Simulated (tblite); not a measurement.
Compound: C19H11N.
SMILES: `c1cc2cccc3c4ccnc5cccc(c(c1)c23)c54`

Calculated harmonic vibrations of the isolated species, GFN2-xTB (tblite), most abundant isotopes, no scaling. Errors from tens to a few hundred cm⁻¹ against measured bands are possible.

Q: How many normal modes are there?

A: 31 atoms, non-linear: 3N − 6 = 87.

Q: What is the point group of the computed structure, and how do the modes divide by symmetry?

A: Cs. The vibrations span 59 a′ + 28 a″.

Q: How many distinct wavenumbers does the calculation give?

A: 87: Cs has no degenerate species.

Q: How many fundamentals are allowed in the infrared by symmetry?

A: 87 of 87: in Cs every mode is allowed. All fundamentals are allowed in the Raman spectrum.

Q: Which of the modes above 1550 cm⁻¹ are stretches that can be named?

A: aromatic C–H 3045, 3073, 3076, 3078, 3085, 3088, 3100, 3101, 3110, 3111, 3112; not assigned to one kind of bond 1565.7, 1566.2, 1591, 1592, 1593 cm⁻¹.

Q: What zero-point energy do the modes add up to?

A: Half the sum of the wavenumbers, 51363 cm⁻¹, or 614.4 kJ/mol from 87 modes, 250.5 kJ/mol of it from above 1550 cm⁻¹.

Q: Give the mode at 3076.0 cm⁻¹ as a wavelength, a frequency, a period and a quantum of energy.

A: 3.251 μm, 92.22 THz, 10.8 fs, 381.4 meV or 36.8 kJ/mol.

Q: How are the modes spread over the spectrum?

A: 5 under 200 cm⁻¹; 18 from 200 to 600 cm⁻¹; 20 from 600 to 1000 cm⁻¹; 28 from 1000 to 1550 cm⁻¹; 5 from 1550 to 2000 cm⁻¹; 11 above 2600 cm⁻¹.

Time: 5.4 s of wall time. Hardware: AMD EPYC 7R43, one thread, no GPU, shared host. This covers the Hessian and the dipole derivatives.
